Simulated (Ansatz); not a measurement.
Species: HgBr, charge 0, doublet. HgBr (parent SMILES [Br][Hg], doublet).
B3LYP-D3(BJ)/def2-TZVP minimum from Ansatz (an electronic-structure program):
```xyz
2

Hg     0.0000     0.0000    -0.7963
Br     0.0000     0.0000     1.8201
```
Charge 0, spin multiplicity 2.

Total energies in def2-TZVPP, 19 correlated electrons, 18 frozen orbitals. UHF or UKS for unpaired electrons; spin-orbit terms are left out. Cores are frozen in correlated methods (noble-gas shells, and filled d and f shells in the p block). Past Kr the def2 sets carry scalar-relativistic core potentials. Spin-orbit terms, left out, reach several kcal/mol for Br and I, and more for heavier atoms. The UHF reference of BrHg (parent SMILES [Br][Hg], doublet) is spin-contaminated (<S^2> up to 0.03 over the pure value in the sets run). The spin of BrHg (parent SMILES [Br][Hg], doublet) was assumed, and the state is the lowest solution found for it.

| method | program | energy (Eh) | minus CCSDT(Q) (mEh) |
|---|---|---|---|
| HF | Ansatz | -2724.97052 | 578.28 |
| MP2 | Ansatz | -2725.54319 | 5.61 |
| CCSD | Ansatz | -2725.52640 | 22.40 |
| CCSD(T) | Ansatz | -2725.54854 | 0.26 |
| CCSDT(Q) | Ansatz | -2725.54880 | 0.00 |

Rough core times of Ansatz's runs on a shared machine: CCSD(T) 60 s, CCSDT(Q) 50 min.
